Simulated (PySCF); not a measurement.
# How methods differ on the ionisation energy of Cd

Cd [Kr] 4d10 5s2 (1S) → Cd⁺ [Kr] 4d10 5s1 (2S), as a difference of total energies. All numbers are calculated (PySCF 2.14, a scalar-relativistic core potential, in cc-pVDZ-PP with ECP28MDF). Correlated levels: valence: 4s2 4p6 frozen. The calculations carry no spin-orbit coupling.

| method | ionisation energy (eV) | error (eV) |
| --- | --- | --- |
| UHF | 7.435 | -1.559 |
| r2SCAN | 9.055 | +0.061 |
| M06-L | 9.013 | +0.019 |
| MP2 (valence) | 8.609 | -0.385 |
| SCS-MP2 (valence) | 8.607 | -0.387 |
| CCSD (valence) | 8.622 | -0.372 |
| CCSD(T) (valence) | 8.701 | -0.293 |

Reference: 8.994 eV (measured; NIST Atomic Spectra Database, ionization energies).

Errors of the correlated levels include the incompleteness of this basis and the frozen core.
